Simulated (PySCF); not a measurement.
# Excitation energy of S+ by level of theory

S+ [Ne] 3s2 3p3 (4S) → S+ [Ne] 3s1 3p3 3d1 (6D), as a difference of total energies. Computed with PySCF 2.14 in aug-cc-pV(T+d)Z, with no relativity, point nucleus. Correlated levels: valence: [Ne] frozen. The calculations carry no spin-orbit coupling.

```
           method  excitation energy (eV)
              UHF                  18.172
              LDA                  20.322
              PBE                  20.101
             PBE0                  19.997
           r2SCAN                  19.511
          wB97X-V                  20.357
           B2PLYP                  20.525
             BLYP                  20.693
    MP2 (valence)                  19.822
SCS-MP2 (valence)                  20.286
```

How much does correlation contribute at MP2 (valence)?

19.822 − (18.172) = 1.650 eV, measured against UHF.

The promoted electron is Rydberg-like, and one or two diffuse shells describe it only roughly, which tends to raise the upper state.
